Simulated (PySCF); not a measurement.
**C$_{7}$H$_{10}$O$_{2}$Si: full NMR table**

```yaml
Formula: C7H10O2Si
SMILES: CC#C[Si@@]1(C)C[C@H]1C(=O)O
Point_group_of_the_computed_structure: C1
Degrees_of_unsaturation: 4
Carbon_signals: 7
Proton_signals: 6
```

Numbering as in the mapped SMILES `[CH3:1][C:2]#[C:3][Si@@:4]1([CH3:5])[CH2:6][C@H:7]1[C:8](=[O:9])[OH:10]` (H(Xn): hydrogen on atom n). Ha(C6) is cis to C8 on the ring; Hb(C6) is trans to C8 on the ring.

Single conformer, no relativistic terms, no solvent, equivalent nuclei averaged. Shielding tensors at PBE0/pcSseg-1 (GIAO); geometry from GFN2-xTB; PySCF.

Chemical shifts δ = σref − σ; 1H (31.72 ppm) and 13C (186.93 ppm) and 29Si (349.16 ppm) vs TMS; 17O (336.08 ppm) against H2O, all at this level.

```tsv
carbon	δC, type	δH (multiplicity)	HMBC from (2–3 bonds)	span of the C tensor (ppm)
C1	5.9, CH3	2.06 (s)	–	28
C2	113.4, C	–	H(C1)	310
C3	78.9, C	–	H(C1), H(C7), Ha(C6), Hb(C6), H(C5)	246
C5	-4.3, CH3	0.41 (s)	H(C7), Ha(C6), Hb(C6)	29
C6	9.7, CH2	Ha(C6) 1.67 (m); Hb(C6) 0.92 (m)	H(C7), H(C5)	30
C7	18.4, CH	1.97 (m)	Ha(C6), Hb(C6), H(C5)	66
C8	179.8, C	–	H(C7), Ha(C6), Hb(C6)	169
```

Other nuclei:
```
 atoms  nucleus                                  environment  δ (ppm)  σ (ppm)
H(O10)       1H          hydrogen on an acid hydroxyl oxygen     5.64    26.07
   Si4     29Si  silicon bonded to 4 C, in a 3-membered ring    -99.4    448.6
    O9      17O                              carbonyl oxygen    401.4    -65.3
   O10      17O                         acid hydroxyl oxygen    210.9    125.2
```

- Carbon types of the structure: 3 × C, 1 × CH, 1 × CH2, 2 × CH3, leaving 1 H on heteroatoms.
- δC 179.8: carboxylic acid carbon; it is a carbonyl in resonance with an O or N lone pair, the region of acids, esters and amides.
- δC 113.4, 78.9: alkyne carbon.
- δC 5.9: propargylic methyl carbon; aliphatic region, no heteroatom directly attached.
- δC -4.3: methyl carbon bonded to Si; an electropositive neighbour leaves it electron-rich and shielded.
- δH 0.41: hydrogen on a methyl carbon bonded to Si; an electropositive neighbour shields it, as in TMS itself.

OH/NH shifts are gas-phase values; hydrogen bonding in solution moves them, usually downfield. Shifts are as computed. Against solution values, carbons near 30 ppm lie about +3 ppm off and those near 130 ppm about +5 ppm. Of 1309 compounds with measured shifts, 239 miss one by over three times the rms of a fit or turn the order of signals round; such compounds aren't used in these exercises. In solution the two oxygens of a carboxylic acid exchange roles by proton transfer and give one 17O line. Hydrogen bonding in solution shields acid and N–H amide carbonyl oxygens by tens of ppm. The C=O carbon of an acid or of an amide with N–H lies up to 10 ppm further downfield in solution, through hydrogen bonding that the calculation lacks. Unscaled 17O shifts of doubly bonded oxygen tend to come out too high, by tens of ppm or more. Experimental scales use liquid or dissolved standards, which lie at an offset from isolated H2O (liquid H2O: subtract about 36 ppm). No couplings were computed; multiplicities are counted from neighbouring protons, with m where these are inequivalent, close in shift, in a saturated or five-membered ring or joined by F or P, and br s for small geminal =CH2 splittings.
